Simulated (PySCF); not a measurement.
# Carbon: a sound run and one with changed settings

Sound run: C⁺ [He] 2s2 2p1, C²⁺ [He] 2s2. All numbers are calculated (PySCF 2.14, no relativity, point nucleus, in cc-pVTZ). The sound run starts from symmetry-adapted Hartree-Fock orbitals and uses a fine grid where one is needed.

Changed run: radial step 0.3 in ln r (0.13 in the sound run). This setting is unsound on purpose.

```tsv
species	method	sound run (hartree)	changed run (hartree)	converged
C⁺	UHF	-37.29475	-37.29475	yes
C⁺	M06-2X	-37.42643	-37.42649	yes
C⁺	PBE	-37.37136	-37.37144	yes
C²⁺	UHF	-36.40738	-36.40738	yes
C²⁺	M06-2X	-36.52847	-36.52944	yes
C²⁺	PBE	-36.45888	-36.45935	yes
```

Ionisation energy of C⁺:

```csv
method,sound run (eV),changed run (eV)
UHF,24.146,24.146
M06-2X,24.435,24.410
PBE,24.830,24.819
```

A coarse radial grid mis-integrates the density and the exchange-correlation energy, with errors of either sign; Hartree-Fock needs no grid.

For comparison, NIST gives 24.383 eV between the lowest levels.
